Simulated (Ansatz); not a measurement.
C2H6FNOSi can be A, `C=C[Si](N)(O)F`, or B, `COC(=N)[SiH2]F`.

Isolated molecules relaxed with PBE0-D4/def2-TZVP in Ansatz; ΔE leaves out vibrations. CBS: MP2 limit from def2 TZ/QZ plus the TZ coupled-cluster correction, frozen cores. Functionals use def2-TZVPP. B3LYP here is the variant with VWN-RPA as its local correlation; programs differ in this. Each species was taken in one conformer, which may not be the lowest.

Q: Which is lower in electronic energy at CCSD(T)/CBS, and by how much? (An estimate is asked.)

A: The calculation gave: A, by 308.5 kJ/mol.

Q: Give E(B) − E(A) in kJ/mol with CCSD/def2-TZVPP, r2SCAN-D4, PBE0-D4, HF/def2-TZVPP, B3LYP, CCSD(T)/def2-TZVPP, B2PLYP. (Best estimate.)

A: Ansatz gave: CCSD/def2-TZVPP 303.9, r2SCAN-D4 288.9, PBE0-D4 285.4, HF/def2-TZVPP 303.7, B3LYP 283.1, CCSD(T)/def2-TZVPP 298.9, B2PLYP 292.9. None reverses the order clearly.

Largest T1 diagnostic: 0.014.

The D4 term adds +4.3 kJ/mol with B3LYP and +2.3 kJ/mol with PBE0; it sums over pairs of atoms, weighted by their polarisabilities, and B3LYP, whose exchange is more repulsive, gets the larger term. From PBE to PBE0 (25 % exact exchange), in def2-TZVPP and without D4, E(B) − E(A) moves by +18.9 kJ/mol.
